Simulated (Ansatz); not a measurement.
A structure relaxed at B3LYP-D4/def2-TZVP in Ansatz, charge 0, singlet:

```tsv
atom	x (Å)	y (Å)	z (Å)
Mo1	-1.1193	0.6896	0.6267
Te2	1.0213	-0.7246	0.9297
Te3	0.0981	0.0350	-1.5564
```

Task: Give its formula and point group.

Result: the cluster Te2Mo. Point group C2v (tolerance 0.1 Å).

Task: Summarise the bond lengths by kind (pairs closer than 1.2 times the sum of covalent radii, bridged metal pairs left out).

Result: 2 × Mo–Te 2.58 Å; 1 × Te–Te 2.76 Å. The metal has 2 neighbours: Te 2.58 Å, Te 2.58 Å.

In the def2 sets Mo, Te take a core potential; there is no spin–orbit coupling. The restricted singlet is unstable towards broken spin symmetry in Hartree–Fock (as tested in another run); at B3LYP-D4/def2-TZVP this wasn't settled. Another isomer (triplet) lies 2.23 eV lower at PBE0-D4/def2-TZVP; other spin states weren't run for this one.
